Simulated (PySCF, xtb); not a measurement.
Lewis adduct: BGeH5 (SMILES [BH2][GeH3]) (first 7 atoms) with H2O (SMILES O); geometry from B3LYP-D3(BJ)/def2-TZVP, rigid monomers moved along the line of their centres of mass till B1···O8 is 1.58 Å.
(charge 0, multiplicity 1):
```xyz
10

B      1.22285     0.28758     0.80215
Ge    -0.61922    -0.01847    -0.12898
H      2.03321    -0.56623     0.58764
H      1.62736     1.41308     0.76436
H     -0.56441     0.02659    -1.67015
H     -1.24588    -1.39666     0.23702
H     -1.70654     1.01016     0.29427
O      0.86554     0.07802     2.32343
H      0.49446    -0.79836     2.49878
H      0.22990     0.73300     2.64429
```

Monomers are frozen at their geometry in the pair; levels with a basis set take the counterpoise correction. Rows marked so take none.

Rows in 3-21G, 6-31G* carry no dispersion term and start afresh at each structure (6-31G* with six Cartesian d functions); the Pople sets are all-electron and without relativity. MP2/6-31G* freezes PySCF's default core, which leaves 3d correlated.

Programs: PySCF for 3-21G rows, 6-31G* rows; xtb for the GFN methods. Values without a source in brackets are computed.

Problem. One of these levels gives -28.12 kcal/mol for the interaction energy. Which one is it?
A. HF/3-21G (no counterpoise)
B. GFN1-xTB
C. MP2/6-31G* (no counterpoise)
D. B3LYP/3-21G (no counterpoise)

Solution. C, MP2/6-31G* (no counterpoise). The others give -25.10 (GFN1-xTB), -32.68 (HF/3-21G (no counterpoise)), -45.15 (B3LYP/3-21G (no counterpoise))
